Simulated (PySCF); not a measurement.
# Iron: a sound run and one with changed settings

Sound run: Fe+ [Ar] 3d6 4s1, Fe(2+) [Ar] 3d6. All numbers are calculated (PySCF 2.14, the spin-free X2C one-electron Hamiltonian (Gaussian nucleus), in aug-cc-pVDZ-DK (7s6p4d2f, 59 functions)). In the sound run the correlated levels freeze [Ar]. The sound run starts from symmetry-adapted Hartree-Fock orbitals and uses a fine grid where one is needed.

Changed run: basis STO-3G, all-electron and non-relativistic. This setting is unsound on purpose.

```csv
species,method,sound run (hartree),changed run (hartree),converged
Fe+,UHF,-1271.10852,-1248.57315,yes
Fe+,M06-L,-1272.24589,-1249.46969,yes
Fe+,LDA,-1269.76279,-1246.84767,yes
Fe+,MP2,-1271.22892,-1248.57347,yes
Fe(2+),UHF,-1270.54505,-1248.07201,yes
Fe(2+),M06-L,-1271.66078,-1249.00890,yes
Fe(2+),LDA,-1269.13703,-1246.31522,yes
Fe(2+),MP2,-1270.64495,-1248.07228,yes
```

Ionisation energy of Fe+:

```tsv
method	sound run (eV)	changed run (eV)
UHF	15.333	13.637
M06-L	15.922	12.539
LDA	17.028	14.489
MP2	15.891	13.638
SCS-MP2	15.658	13.638
```

A minimal basis cannot let orbitals breathe on ionisation and holds almost no correlation. The Hamiltonian changed with the basis, so the totals do not compare.

For comparison, NIST gives 16.199 eV between the lowest levels.
